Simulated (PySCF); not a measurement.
C7H6O.
SMILES with atom numbers: `[CH:1]#[C:2][CH2:3][C:4]#[C:5][C:6]([CH3:7])=[O:8]` (hydrogens: H9 on C1; H10, H11 on C3; H12, H13, H14 on C7)

The same species was optimised twice, with GFN2-xTB and with PBE0-D3(BJ)/def2-SVP (PySCF), and the same property calculations (PySCF, gas phase) were run on both structures.

| coordinate | GFN2-xTB | PBE0-D3(BJ)/def2-SVP | change |
| --- | --- | --- | --- |
| C5–C6 (Å) | 1.437 | 1.459 | +0.022 |
| C1≡C2 (Å) | 1.196 | 1.209 | +0.013 |
| C3–C4 (Å) | 1.448 | 1.459 | +0.011 |
| C4≡C5 (Å) | 1.204 | 1.213 | +0.009 |
| C2–C3 (Å) | 1.453 | 1.462 | +0.009 |
| C6–C7 (Å) | 1.509 | 1.505 | -0.004 |
| C6=O8 (Å) | 1.207 | 1.209 | +0.002 |
| C2–C3–C4 (°) | 110.9 | 114.2 | +3.3 |
| C5–C6–C7 (°) | 113.0 | 115.3 | +2.3 |
| C4–C5–C6 (°) | 177.0 | 178.7 | +1.7 |
| C3–C4–C5 (°) | 177.3 | 178.8 | +1.5 |
| C5–C6–O8 (°) | 122.9 | 121.4 | -1.5 |
| C7–C6–O8 (°) | 124.2 | 123.3 | -0.9 |
| C1–C2–C3 (°) | 179.0 | 179.7 | +0.7 |

Rotational constants: A = 5240, B = 875.3, C = 757.1 MHz (GFN2-xTB) against A = 5449, B = 824.2, C = 722.4 MHz (PBE0-D3(BJ)/def2-SVP). Atoms that the bonding makes alike are paired by their places after alignment.

On the GFN2-xTB structure: lowest singlet, TDDFT (eV) 4.11 [CAM-B3LYP/def2-SVPD]; lowest triplet, Tamm–Dancoff (eV) 3.56 [CAM-B3LYP/def2-SVPD]; isotropic polarisability (au) 83.4 [CAM-B3LYP/def2-SVPD]; HOMO (eV) -9.25 [CAM-B3LYP/def2-SVPD]; LUMO (eV) -0.47 [CAM-B3LYP/def2-SVPD]; dipole (D) 3.38 [CAM-B3LYP/def2-SVPD]; HOMO (eV) -7.71 [PBE0/pcSseg-1]; LUMO (eV) -1.53 [PBE0/pcSseg-1]; dipole (D) 3.27 [PBE0/pcSseg-1]; GIAO shielding of C1 (ppm) 109.9 [PBE0/pcSseg-1]; GIAO shielding of C2 (ppm) 105.4 [PBE0/pcSseg-1]; GIAO shielding of C3 (ppm) 175.0 [PBE0/pcSseg-1]; GIAO shielding of C4 (ppm) 92.9 [PBE0/pcSseg-1]; GIAO shielding of C5 (ppm) 100.9 [PBE0/pcSseg-1]; GIAO shielding of C6 (ppm) -0.6 [PBE0/pcSseg-1]; GIAO shielding of C7 (ppm) 150.6 [PBE0/pcSseg-1]; GIAO shielding of O8 (ppm) -365.4 [PBE0/pcSseg-1].

Task: What do these properties become on the PBE0-D3(BJ)/def2-SVP structure?

Result: 
| property | level | on GFN2-xTB | on PBE0-D3(BJ)/def2-SVP | change |
| --- | --- | --- | --- | --- |
| lowest singlet, TDDFT (eV) | CAM-B3LYP/def2-SVPD | 4.11 | 4.12 | +0.01 |
| lowest triplet, Tamm–Dancoff (eV) | CAM-B3LYP/def2-SVPD | 3.56 | 3.57 | +0.01 |
| isotropic polarisability (au) | CAM-B3LYP/def2-SVPD | 83.4 | 85.1 | +1.7 |
| HOMO (eV) | CAM-B3LYP/def2-SVPD | -9.25 | -9.27 | -0.02 |
| LUMO (eV) | CAM-B3LYP/def2-SVPD | -0.47 | -0.48 | -0.01 |
| dipole (D) | CAM-B3LYP/def2-SVPD | 3.38 | 3.32 | -0.06 |
| energy, GFN2-xTB geometry as zero (kcal/mol) | CAM-B3LYP/def2-SVPD | 0.0 | -1.7 | -1.7 |
| HOMO (eV) | PBE0/pcSseg-1 | -7.71 | -7.73 | -0.02 |
| LUMO (eV) | PBE0/pcSseg-1 | -1.53 | -1.54 | -0.01 |
| dipole (D) | PBE0/pcSseg-1 | 3.27 | 3.21 | -0.06 |
| energy, GFN2-xTB geometry as zero (kcal/mol) | PBE0/pcSseg-1 | 0.0 | -0.8 | -0.8 |
| GIAO shielding of C1 (ppm) | PBE0/pcSseg-1 | 109.9 | 108.1 | -1.8 |
| GIAO shielding of C2 (ppm) | PBE0/pcSseg-1 | 105.4 | 105.5 | +0.1 |
| GIAO shielding of C3 (ppm) | PBE0/pcSseg-1 | 175.0 | 172.8 | -2.2 |
| GIAO shielding of C4 (ppm) | PBE0/pcSseg-1 | 92.9 | 94.5 | +1.6 |
| GIAO shielding of C5 (ppm) | PBE0/pcSseg-1 | 100.9 | 99.5 | -1.4 |
| GIAO shielding of C6 (ppm) | PBE0/pcSseg-1 | -0.6 | -1.1 | -0.5 |
| GIAO shielding of C7 (ppm) | PBE0/pcSseg-1 | 150.6 | 149.3 | -1.3 |
| GIAO shielding of O8 (ppm) | PBE0/pcSseg-1 | -365.4 | -369.7 | -4.3 |

The heavy atoms differ by 0.086 Å rms after alignment. Among bonds between heavy atoms C5–C6 changes most (+0.022 Å). Changes are differences of the printed values. Neither structure is proved a minimum here.
